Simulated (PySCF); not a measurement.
YF2, SMILES [F][Y][F] (connectivity only; charge and spin as stated), neutral, multiplicity 2.

Geometry optimised at PBE0-D3(BJ)/def2-TZVP. The multiplicity is an assumed one; other spin states were not compared. The isomer is the one that the SMILES or the coordinates give; other isomers of the formula were not compared. The def2 effective core potentials stand for the cores of Y; spin–orbit coupling is left out.

These are TDA-PBE/def2-TZVPD (PySCF 2.14.0) values and carry that method's errors.

Vertical excitations. 

### Question
List the lowest excited states. (Estimate from the structure and the level; the computed values follow.)

### Answer

```json
[
 {"state": "root 1", "energy (eV)": "1.37", "λ (nm)": "904", "f": "0.041", "main pairs": "α HOMO→LUMO 98 %"},
 {"state": "root 2", "energy (eV)": "1.43", "λ (nm)": "867", "f": "0.048", "main pairs": "α HOMO→LUMO+1 99 %"},
 {"state": "root 3", "energy (eV)": "2.39", "λ (nm)": "519", "f": "0.000", "main pairs": "α HOMO→LUMO+2 100 %"},
 {"state": "root 4", "energy (eV)": "2.63", "λ (nm)": "472", "f": "0.096", "main pairs": "α HOMO→LUMO+3 100 %"},
 {"state": "root 5", "energy (eV)": "3.15", "λ (nm)": "394", "f": "0.358", "main pairs": "α HOMO→LUMO+4 97 %"},
 {"state": "root 6", "energy (eV)": "3.66", "λ (nm)": "338", "f": "0.157", "main pairs": "α HOMO→LUMO+5 99 %"},
 {"state": "root 7", "energy (eV)": "4.17", "λ (nm)": "298", "f": "0.025", "main pairs": "α HOMO→LUMO+6 98 %"},
 {"state": "root 8", "energy (eV)": "4.56", "λ (nm)": "272", "f": "0.062", "main pairs": "α HOMO→LUMO+7 100 %"},
 {"state": "root 9", "energy (eV)": "5.39", "λ (nm)": "230", "f": "0.011", "main pairs": "α HOMO→LUMO+8 99 %"},
 {"state": "root 10", "energy (eV)": "5.87", "λ (nm)": "211", "f": "0.002", "main pairs": "β HOMO→LUMO 100 %"}
]
```
Unrestricted roots are not spin-pure.
